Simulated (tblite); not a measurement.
C5H10B2Si.
Atom-mapped SMILES: `[BH2:1][C:2]#[C:3][C:4](=[CH2:5])[BH:6][CH2:7][SiH3:8]` (hydrogens: H9, H10 on B1; H11, H12 on C5; H13 on B6; H14, H15 on C7; H16, H17, H18 on Si8)

Computed with GFN2-xTB (tblite), gas phase: L-BFGS steps from a force-field or distance-geometry start until the largest atomic force falls under 0.01 eV/Å.

Step 48: E = -541.2620 eV
```
atom  x, y, z in Å  |  force x, y, z in eV/Å
B1      2.5459    2.1934    0.7456   -0.050  -0.043  -0.005
C2      1.9006    0.8996    0.3951   -0.030   0.039  -0.080
C3      1.3513   -0.1382    0.0744   -0.023  -0.092   0.122
C4      0.6443   -1.3229   -0.2351    0.031  -0.001  -0.091
C5      1.2419   -2.5146   -0.0527   -0.010   0.012   0.006
B6     -0.8206   -1.1873   -0.7780    0.039  -0.036   0.057
C7     -1.4513    0.1978   -1.0393    0.029  -0.017   0.022
Si8    -2.2272    0.7644    0.6229    0.002   0.024  -0.011
H9      3.5879    2.4693    0.2938    0.053   0.022  -0.036
H10     1.9922    2.9315    1.4667    0.009   0.005   0.041
H11     2.2558   -2.6071    0.3135   -0.073   0.011  -0.007
H12     0.7171   -3.4356   -0.2566    0.037   0.071   0.008
H13    -1.4543   -2.1648   -0.9098    0.007  -0.043  -0.033
H14    -2.2479    0.1919   -1.7827    0.001   0.011   0.022
H15    -0.7340    0.9708   -1.3114    0.010   0.029  -0.026
H16    -3.1661   -0.2468    1.1195   -0.010   0.014   0.006
H17    -2.9603    2.0064    0.3537   -0.003  -0.002   0.012
H18    -1.1841    0.9986    1.6220   -0.021  -0.006  -0.007
```

Step 49: E = -541.2599 eV
```
atom  x, y, z in Å  |  force x, y, z in eV/Å
B1      2.5399    2.1997    0.7308    0.093   0.081  -0.008
C2      1.9121    0.8932    0.3929   -0.046   0.031  -0.089
C3      1.3655   -0.1490    0.0781   -0.003  -0.024   0.148
C4      0.6502   -1.3295   -0.2255    0.082   0.017  -0.089
C5      1.2387   -2.5265   -0.0505   -0.019   0.021   0.033
B6     -0.8136   -1.1769   -0.7634    0.029  -0.046   0.040
C7     -1.4281    0.2122   -1.0357    0.037  -0.004   0.008
Si8    -2.2347    0.7569    0.6180   -0.048   0.032   0.050
H9      3.5458    2.5233    0.1979   -0.250  -0.038   0.139
H10     2.0090    2.8965    1.5232    0.155  -0.109  -0.135
H11     2.2513   -2.6312    0.3164   -0.073   0.019  -0.026
H12     0.7032   -3.4398   -0.2560    0.031   0.038   0.005
H13    -1.4641   -2.1441   -0.8788    0.001  -0.069  -0.047
H14    -2.2094    0.2172   -1.7951   -0.009  -0.001   0.035
H15    -0.7030    0.9847   -1.2882    0.015   0.026  -0.019
H16    -3.1893   -0.2563    1.0904    0.040   0.046  -0.017
H17    -2.9709    1.9973    0.3428    0.023  -0.011   0.026
H18    -1.2114    0.9787    1.6445   -0.057  -0.007  -0.053
```

Step 50: E = -541.2643 eV
```
atom  x, y, z in Å  |  force x, y, z in eV/Å
B1      2.5427    2.1955    0.7395   -0.028  -0.038   0.001
C2      1.9026    0.8993    0.3881   -0.060   0.001  -0.063
C3      1.3543   -0.1431    0.0783    0.004  -0.003   0.110
C4      0.6463   -1.3253   -0.2344    0.057   0.020  -0.058
C5      1.2416   -2.5173   -0.0527   -0.013   0.011   0.020
B6     -0.8177   -1.1849   -0.7729    0.018  -0.025   0.022
C7     -1.4430    0.2014   -1.0371    0.033  -0.005   0.007
Si8    -2.2275    0.7623    0.6211   -0.041   0.027   0.037
H9      3.5734    2.4835    0.2665    0.021   0.028  -0.021
H10     1.9997    2.9194    1.4851    0.028  -0.017   0.010
H11     2.2517   -2.6134    0.3196   -0.032   0.013  -0.006
H12     0.7157   -3.4345   -0.2602    0.008   0.007  -0.004
H13    -1.4565   -2.1582   -0.9013   -0.002  -0.065  -0.035
H14    -2.2354    0.2002   -1.7843   -0.018  -0.004   0.014
H15    -0.7248    0.9745   -1.3057    0.026   0.030  -0.016
H16    -3.1746   -0.2461    1.1134    0.018   0.026  -0.010
H17    -2.9652    2.0017    0.3482    0.016  -0.004   0.018
H18    -1.1920    0.9912    1.6307   -0.033  -0.002  -0.026
```

Step 51: E = -541.2653 eV
```
atom  x, y, z in Å  |  force x, y, z in eV/Å
B1      2.5430    2.1965    0.7391    0.001  -0.053  -0.028
C2      1.9047    0.8986    0.3901   -0.054   0.009  -0.053
C3      1.3561   -0.1449    0.0847    0.009   0.017   0.090
C4      0.6481   -1.3252   -0.2328    0.047   0.008  -0.041
C5      1.2407   -2.5187   -0.0526   -0.015   0.014   0.016
B6     -0.8154   -1.1842   -0.7714    0.014  -0.011   0.007
C7     -1.4423    0.2014   -1.0361    0.028  -0.008   0.010
Si8    -2.2284    0.7632    0.6208   -0.042   0.021   0.035
H9      3.5698    2.4902    0.2586    0.002   0.017  -0.014
H10     2.0035    2.9178    1.4877    0.012  -0.001   0.031
H11     2.2498   -2.6186    0.3201   -0.016   0.015   0.001
H12     0.7130   -3.4334   -0.2632    0.002  -0.011  -0.009
H13    -1.4530   -2.1575   -0.9046   -0.004  -0.071  -0.029
H14    -2.2350    0.1980   -1.7826   -0.023  -0.006   0.007
H15    -0.7263    0.9756   -1.3070    0.036   0.033  -0.011
H16    -3.1770   -0.2442    1.1115    0.015   0.021  -0.008
H17    -2.9660    2.0021    0.3478    0.016   0.003   0.017
H18    -1.1940    0.9896    1.6316   -0.027   0.002  -0.021
```

Problem. Estimate the geometry and energy of step 52. (The exact step hangs on the optimiser's Hessian estimate; all steps are aligned on step 51, rigid shifts and turns removed.)

Solution. E = -541.2673 eV, largest force 0.085 eV/Å
```
atom  x, y, z in Å  |  force x, y, z in eV/Å
B1      2.5419    2.1990    0.7306    0.018   0.007   0.003
C2      1.9090    0.8987    0.3850   -0.051   0.000  -0.008
C3      1.3607   -0.1517    0.1036    0.029   0.080   0.007
C4      0.6554   -1.3269   -0.2286   -0.006   0.000   0.029
C5      1.2390   -2.5239   -0.0508   -0.020  -0.008   0.003
B6     -0.8080   -1.1810   -0.7638   -0.024  -0.008  -0.063
C7     -1.4330    0.2053   -1.0321    0.007   0.013  -0.007
Si8    -2.2313    0.7645    0.6208   -0.030  -0.003   0.010
H9      3.5488    2.5159    0.2202   -0.030   0.004  -0.002
H10     2.0186    2.9034    1.5100    0.034  -0.033  -0.007
H11     2.2432   -2.6342    0.3270    0.037   0.012   0.019
H12     0.7058   -3.4309   -0.2737   -0.010  -0.063  -0.018
H13    -1.4484   -2.1530   -0.9059    0.021  -0.043  -0.008
H14    -2.2251    0.1998   -1.7806   -0.004  -0.013   0.022
H15    -0.7188    0.9816   -1.3060    0.021   0.001   0.021
H16    -3.1886   -0.2378    1.1017    0.008  -0.008  -0.003
H17    -2.9727    1.9981    0.3433    0.018   0.043   0.015
H18    -1.2054    0.9795    1.6410   -0.016   0.020  -0.012
```

The energy changes by -0.0021 eV. The first-order estimate −F·Δx gives -0.0041 eV and the mean of the old and new forces, exact on a quadratic surface, -0.0021 eV. The step makes an angle of 75° with the force vector and moves no atom by more than 0.051 Å.

What follows is the cost of the whole relaxation. On Intel Xeon at 2.50 GHz, one thread, no GPU (shared host), this took 3.1 s wall, 2.5 s CPU.
